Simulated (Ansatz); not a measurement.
Basis-set extrapolation for C3H11BSi, SMILES `CBC[SiH2]C` (PBE0-D4/def2-TZVP geometry, frozen core, Ansatz 0.2.0). Multiplicity 1, RHF reference.

```tsv
	def2-TZVPP	def2-QZVPP
HF	-433.709157	-433.725232
MP2 correlation	-0.763843	-0.812428
CCSD(T) correlation	-0.863529	not run
```

Energies in hartree. Use E(X) = E(∞) + A·exp(−7.88·√X) for Hartree–Fock and E(X) = E(∞) + B·X^(−2.97) for correlation, with X = 3 and 4, and add CCSD(T) minus MP2 of the smaller set to the MP2 limit.

What is the CCSD(T) energy at the basis-set limit?

HF limit: -433.725232 + (-0.016075) × 0.13774 = -433.72745. MP2 limit: -0.812428 + (-0.048585) × 0.74074 = -0.84842. Higher-order term: -0.863529 − (-0.763843) = -0.09969. Total: -434.67556 hartree, 64.6 kcal/mol below CCSD(T)/def2-TZVPP.
